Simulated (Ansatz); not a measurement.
Input file for Ansatz (a program for electronic structure): U-wB97X-V/def2-TZVPP on NaN+, 2S+1 = 4, a spin state set in the input, which need not be the lowest, a point of a bond scan (R = 2.695 Å). Charge +1.

Ansatz 0.2 input:
```yaml
crystal:
  periodic: [false, false, false]
  atoms:
    - {symbol: N, position_ang: [0.00000000, 0.00000000, 0.00000000]}
    - {symbol: Na, position_ang: [0.00000000, 0.00000000, 2.69452500]}
basis:
  gaussian:
    orbitals: def2-TZVPP
    pivot_positions_ang: [[0.00000000, 0.00000000, 0.00000000], [0.00000000, 0.00000000, 2.69452500]]
hamiltonian:
  xc: {name: wB97X-V}
total_charge: 1
magnetization: {spin_polarized: true, initial_magnetization: 3}
output: {forces: true, orbitals: {seedname: ./end}}
```

Task: What total energy does the run end on?

Result: -216.6405 hartree.
